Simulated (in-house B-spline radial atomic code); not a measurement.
**RPA and G0W0 on PBEsol: In8+**

Configuration [Kr] 4d5, highest spin, mean-field start PBEsol. Computed with an all-electron radial atomic-structure program (B-spline basis): all electrons, non-relativistic, point nucleus, each spin shell either full or empty, empty states to l = 9 with an (l + 1/2)⁻⁴ tail; G0W0 by contour deformation at full frequency.

Without relativity these are model numbers: it shifts the levels of so heavy an element strongly and can reorder them.

Command:
```bash
python run_gw.py task.json out
```
Settings (radii: box in bohr, nucleus in fm):
```
Z                        49
electrons                41
configuration            [Kr] 4d5
hamiltonian              nr
method                   pbesol
lmax                     9
spin_polarised           True
box_radius               7.7
intervals                50
```

Cost of the run: 4.5 s on 1 thread of Arm Neoverse N1, with other jobs on the host.

Energies (hartree):

```json
{"term": "mean-field total", "value": "-5720.52374"}
{"term": "Hartree-Fock functional on these orbitals", "value": "-5721.54221"}
{"term": "direct second order", "value": "-3.507"}
{"term": "second-order exchange", "value": "0.99983"}
{"term": "SOSEX correction", "value": "0.94177"}
```

What is the RPA correlation energy, and what remains with SOSEX?

RPA gives -3.1509 hartree (-2.09 eV per electron); RPA + SOSEX gives -2.2091, and the second-order doubles -2.5071 hartree (no singles). RPA lacks exchange-type terms and so overcorrelates at short range.

Quasi-particle levels (eV):

```json
{"level": "4d up", "occupied": "yes", "mean field": "-147.88", "Σx - vxc": "-11.55", "Σc": "?", "QP weight": "?", "G0W0": "?"}
{"level": "4p down", "occupied": "yes", "mean field": "-203.44", "Σx - vxc": "-11.37", "Σc": "-0.52", "QP weight": "0.959", "G0W0": "-215.33"}
{"level": "4d down", "occupied": "no", "mean field": "-142.17", "Σx - vxc": "13.82", "Σc": "-4.14", "QP weight": "0.967", "G0W0": "-132.49"}
```

G0W0 = mean field + (Σx - vxc) + Σc, with Σc (partial-wave tail included) taken at the quasi-particle energy. Only the outer levels were computed. Levels of low weight are left out.

Where does G0W0 put 4d up?

At -159.42 eV, with Σc = 0.00 eV and a quasi-particle weight of 0.967. The tabulated removal energy is 156 ± 2.2 eV (NIST, tabulated theory); the calculation leaves out relativity, Breit and QED terms, and what these don't explain is the method's own error.
